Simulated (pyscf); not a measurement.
Structures and frequencies: ωB97X-D3(BJ)/def2-SVP in PySCF. MP2 and CC: frozen core, UHF for open shells. ΔMP2 is the change of the MP2 total energy from the triple- to the quadruple-zeta basis.

Q: What is the homolytic dissociation enthalpy (298 K, CCSD(T)/def2-TZVPP + ΔMP2(QZVPP)) of the Al–O bond of F–Al(F)–O–SiH₃, to [F–Al–F]• + •O–SiH₃?

A: Al–O to [F–Al–F]• + •O–SiH₃: 135.2 kcal/mol. The radicals are drawn with the spin at the cut bond; how far it spreads was not checked. •O–SiH₃ lies 24.9 kcal/mol over its isomer HO–SiH₂•, and others may lie lower still (electronic energy, ωB97M-D3(BJ)). The CCSD(T) − MP2 part came from Ansatz, without density fitting, on the same reference.
